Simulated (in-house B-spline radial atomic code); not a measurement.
Orbital energies and mean radii along the 62-electron series, configuration [Kr] 4d10 4f14 5s2. The effective charge is n√(-2ε), a non-relativistic measure. Computed with an all-electron radial atomic-structure program (B-spline basis): non-relativistic Hartree-Fock, average of the configuration, point nuclei.

This level leaves out relativity, spin-orbit splitting included, which matters for heavy ions.

```tsv
ion	Z	energy of 4f (Eh)	mean radius of 4f (bohr)	energy of 4p (Eh)	mean radius of 4p (bohr)	energy of 4s (Eh)	mean radius of 4s (bohr)	energy of 3p (Eh)	mean radius of 3p (bohr)	effective charge of 4f
W12+	74	-9.8531	0.55536	-23.915	0.49561	-27.278	0.4875	-91.818	0.20945	17.757
Re13+	75	-11.247	0.53394	-25.744	0.48575	-29.196	0.47843	-96.036	0.20613	18.971
Os14+	76	?	?	?	?	?	?	?	?	?
Ir15+	77	-14.252	0.49676	-29.62	0.46697	-33.252	0.46106	-104.85	0.19979	21.355
Pt16+	78	-15.86	0.48045	-31.666	0.45803	-35.389	0.45277	-109.43	0.19676	22.528
Au17+	79	?	?	?	?	?	?	?	?	?
Hg18+	80	-19.286	0.45142	-35.966	0.44103	-39.872	0.43693	-118.97	0.19096	24.843
Tl19+	81	-21.102	0.43841	-38.219	0.43294	-42.218	0.42938	-123.92	0.18818	25.986
```

**Question.** Fill in the row of Os14+.

**Answer.** energy of 4f (Eh): -12.713; mean radius of 4f (bohr): 0.51451; energy of 4p (Eh): -27.646; mean radius of 4p (bohr): 0.47621; energy of 4s (Eh): -31.187; mean radius of 4s (bohr): 0.46961; energy of 3p (Eh): -100.38; mean radius of 3p (bohr): 0.20291; effective charge of 4f: 20.17.

**Question.** Fill in the row of Au17+.

**Answer.** energy of 4f (Eh): -17.539; mean radius of 4f (bohr): 0.46539; energy of 4p (Eh): -33.781; mean radius of 4p (bohr): 0.44938; energy of 4s (Eh): -37.596; mean radius of 4s (bohr): 0.44473; energy of 3p (Eh): -114.14; mean radius of 3p (bohr): 0.19381; effective charge of 4f: 23.691.

**Question.** How does the screening of 4f change?

**Answer.** Z less the effective charge goes from 56.24 at Z = 74 to 55.01 at Z = 81.
